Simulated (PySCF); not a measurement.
A side-by-side comparison of computed properties.

First species: C5H12OSi2.
SMILES: `CC#C[Si@H](C)O[SiH2]C`

Second species: C6H6N2S.
SMILES: `Nc1csc2cc[nH]c12`

Levels: PBE0/pcSseg-1 for dipole moment, HOMO energy, LUMO energy and HOMO–LUMO gap; GFN2-xTB for rotational constant A and rotational constant C. Geometries: GFN2-xTB. Each structure is a single optimised conformer of the isolated species, non-relativistic unless stated. Electronic properties by PySCF.

The conformers computed, where there is a choice (atom-mapped SMILES and torsion angles):
- `[CH3:1][C:2]#[C:3][Si@H:4]([CH3:5])[O:6][SiH2:7][CH3:8]`: C3–Si4–O6–Si7 31°, Si4–O6–Si7–C8 -30°
- `[NH2:1][c:2]1[cH:3][s:4][c:5]2[cH:6][cH:7][nH:8][c:9]12`: H–N1–C2–C3 144°, H–N1–C2–C3 16°

```
             property   column X   column Y
        dipole moment     3.61 D     2.24 D
          HOMO energy   -5.37 eV   -7.62 eV
          LUMO energy    0.19 eV    0.19 eV
        HOMO–LUMO gap    5.56 eV    7.81 eV
rotational constant A  2.110 GHz  1.477 GHz
rotational constant C  0.920 GHz  0.618 GHz
```

(1) Which column belongs to which species?

(2) How does each property change from the first species to the second?

## Answers

(1) Column X is the second species and column Y the first. The first has 20 atoms and 78 electrons, the second 15 and 72.

(2) dipole moment +1.37 D; HOMO energy +2.25 eV; LUMO energy 0.00 eV; HOMO–LUMO gap -2.25 eV; rotational constant A +0.633 GHz; rotational constant C +0.302 GHz.

On the first: A dipole of 2.24 D is allowed in C1, and pure rotational transitions are dipole-allowed. In atomic units the dipole is 0.88 e·bohr (1 au = 2.5417 D).

On the second: The dipole equals about 12.0 × 10⁻³⁰ C·m (1 D = 3.33564 × 10⁻³⁰ C·m).
